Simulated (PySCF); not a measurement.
From results back to the method.

Compound: C6H5F.
Cartesian coordinates in Å at the PBE0-D3(BJ)/def2-SVP level; atoms count from 1:
```
atom  x, y, z in Å
C1     3.075    0.098    0.815
C2     2.069   -0.256    0.065
C3     1.058   -0.622   -0.700
C4    -0.300   -0.268   -0.466
C5    -1.468    0.019   -0.293
C6    -2.856    0.382   -0.047
F7    -3.702   -0.128   -0.997
H8     3.399   -0.519    1.662
H9     3.627    1.025    0.624
H10    1.267   -1.246   -1.580
H11   -3.171    0.007    0.943
H12   -2.959    1.482   -0.038
```

The closed-shell ground state was solved 3 times with PySCF (density fitting, gas phase), always with PBE0, in these basis sets: 6-31G, STO-3G and pcSseg-1.

```json
{"row": "P", "total energy (Eh)": "-330.9332", "HOMO (eV)": "-6.97", "LUMO (eV)": "-0.85", "dipole (D)": "2.37"}
{"row": "Q", "total energy (Eh)": "-330.8888", "HOMO (eV)": "-6.74", "LUMO (eV)": "-0.47", "dipole (D)": "2.54"}
{"row": "R", "total energy (Eh)": "-326.6961", "HOMO (eV)": "-4.88", "LUMO (eV)": "2.14", "dipole (D)": "1.19"}
```

Question: Which basis belongs to which row?

Answer: P = pcSseg-1, Q = 6-31G, R = STO-3G. From the lowest total energy up: pcSseg-1 (144 functions) 0 eV; 6-31G (73 functions) +1.21 eV; STO-3G (40 functions) +115.30 eV.
